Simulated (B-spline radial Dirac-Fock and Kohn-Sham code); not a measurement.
Internal conversion coefficients of In at 200 keV

Z = 49 (indium), transition energy 200 keV. These are calculated numbers from a radial atomic solver; the model is a Dirac-Hartree-Slater potential of the neutral atom with a Latter tail (no hole, which puts coefficients of high multipoles low close above an edge), finite nucleus with surface currents. Subshells that would emit electrons below 1 keV are left out.

The run's input, task.json:

```json
{"items": [{
  "Z": 49,
  "q": 0,
  "cfg": [[1, 0, 2], [2, 0, 2], [2, 1, 6], [3, 0, 2], [3, 1, 6], [3, 2, 10], [4, 0, 2], [4, 1, 6], [4, 2, 10], [5, 0, 2], [5, 1, 1]],
  "A": 115,
  "rrms": 4.6156,
  "do": "conversion",
  "gamma": [200],
  "edges": {"K": 27940.0, "L1": 4238.0, "L2": 3938.0, "L3": 3730.0, "M1": 827.2, "M2": 703.2, "M3": 665.3, "M4": 451.4, "M5": 443.9, "N1": 122.9, "N2": 73.5, "N3": 73.5}
}]}
```

Launch: `python xray2_run.py task.json out`

```tsv
subshell	electron energy (keV)	E2	E5	M2	M3	M5
K	172.06	0.110	8.64	0.372	1.85	44.4
L1	195.76	0.0112	0.825	0.0493	0.282	9.15
L2	196.06	0.00420	6.89	0.00482	0.0428	2.52
L3	196.27	0.00422	5.07	0.00332	0.0691	8.81
M1	199.17	0.00213	0.161	0.00975	0.0569	1.92
M2	199.30	0.000873	1.48	0.00101	0.00906	0.544
M3	199.33	0.000883	1.09	0.000705	0.0149	1.98
M4	199.55	3.56e-06	0.0461	5.04e-06	0.000134	0.0324
M5	199.56	3.68e-06	0.0358	1.25e-06	3.86e-05	0.0341
total		0.135	24.8	0.444	2.34	70.3
```

Problem. For a pure E5 transition, what fraction of decays emits a photon?

Solution. 1/(1 + α) = 0.0388 with the total α = 24.8; the total includes the outer subshells that are not listed.
